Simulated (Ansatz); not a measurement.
C$_{3}$H$_{9}$O$_{2}$, charge +1, singlet, geometry from GFN2-xTB; B97M-V/6-31G* run with Ansatz (a first-principles code).

Input for Ansatz:
Ansatz 0.2 input:
```yaml
crystal:
  periodic: [false, false, false]
  atoms:
    - {symbol: C, position_ang: [0.88096515, -1.31356372, 1.08437026]}
    - {symbol: C, position_ang: [0.47817047, -0.43311598, -0.07346320]}
    - {symbol: O, position_ang: [0.89052902, 0.96818331, 0.20113453]}
    - {symbol: C, position_ang: [-1.04045088, -0.30418804, -0.27166610]}
    - {symbol: O, position_ang: [-1.20882763, 0.94281853, -0.93845773]}
    - {symbol: H, position_ang: [0.47239610, -0.93190040, 2.01595391]}
    - {symbol: H, position_ang: [1.96219745, -1.37075831, 1.17191929]}
    - {symbol: H, position_ang: [0.50036070, -2.31791870, 0.92489965]}
    - {symbol: H, position_ang: [0.95009135, -0.75251594, -1.00657077]}
    - {symbol: H, position_ang: [1.75497521, 1.18686486, -0.19095668]}
    - {symbol: H, position_ang: [0.10483744, 1.45168314, -0.27859208]}
    - {symbol: H, position_ang: [-1.55023179, -0.29765239, 0.69751965]}
    - {symbol: H, position_ang: [-1.41975037, -1.13193438, -0.87449156]}
    - {symbol: H, position_ang: [-2.14059578, 1.18132399, -0.99654137]}
basis:
  gaussian:
    orbitals: 6-31G*
hamiltonian:
  xc: {name: B97M-V}
total_charge: 1
```

It wrote (shortened):

```
Functional definition: B97M-V
1179 factors; their error is unknown
mean field evaluation 1: about -7329.6760 eV, gradient 8.0e1 eV
mean field evaluation 2: about -7320.0808 eV, gradient 1.1e2 eV
mean field evaluation 4: about -7342.5561 eV, gradient 4.5e0 eV
mean field evaluation 8: about -7342.5953 eV, gradient 9.4e-2 eV
mean field evaluation 16: about -7342.5130 eV, gradient 2.2e-4 eV
mean field -7342.51299600 eV, -269.8323756690 hartree, gradient 4.3e-5 eV, S^2 0.000000; 0 other end points of the search recorded, 0 dependent functions left out
reference -7342.51303232 eV, -269.8323770038 hartree; 21, 21 occupied and 72, 72 virtual orbitals, 1179 factors
Total energy: -7342.51303232 eV, -269.8323770038 hartree
```
